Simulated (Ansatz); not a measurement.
Ideal-gas functions of FH2ISSi, SMILES `F[SiH](S)I` at 600 K and 1 bar, from an Ansatz frequency run at PBE0-D4/def2-TZVP.

Molar mass 208.07 g/mol, point group C1 (symmetry number 1), electronic degeneracy 1, moments of inertia 122.374, 464.784, 560.019 u Å². Harmonic wavenumbers (cm⁻¹, unscaled): 117, 193, 203, 252, 369, 538, 673, 796, 850, 907, 2285, 2707.

Use S(trans) = R[1.5 ln M + 2.5 ln T − 1.1517]; rotational temperatures θ = 24.2544 K / I; S(rot) = R[ln(√π/σ · √(T³/θAθBθC)) + 1.5]; for each mode x = 1.438777 ν̃/T, S = R[x/(eˣ − 1) − ln(1 − e⁻ˣ)] and H = RT x/(eˣ − 1); 1 cm⁻¹ = 0.0119627 kJ/mol; R = 8.31446 J/(mol·K).

Question: By hand: the entropy, in J/(mol·K).

Answer: Translation 190.0. Rotation: θ = 0.1982, 0.0522, 0.0433 K, giving 129.1. Vibration, mode by mode: 18.91, 14.79, 14.38, 12.63, 9.60, 6.75, 5.18, 4.10, 3.70, 3.32, 0.23, 0.09, in all 93.7. Electronic 0.0. Sum 412.8 J/(mol·K).

Question: By hand: H − E and G − E in kJ/mol, counted from the electronic energy.

Answer: Zero-point energy ½ × 9890 × 0.0119627 = 59.2; thermal vibration 28.0; translation, rotation and pV give 4 RT = 20.0. H − E = 107.2 kJ/mol, and G − E = 107.2 − 600 × 412.8/1000 = -140.5 kJ/mol.

Vibration gives 23 % of the entropy, 18.9 J/(mol·K) of it from the mode under 150 cm⁻¹: soft modes count most, and the harmonic formula is weakest for them. The sum counts one conformer and one mirror image; others add a mixing term.
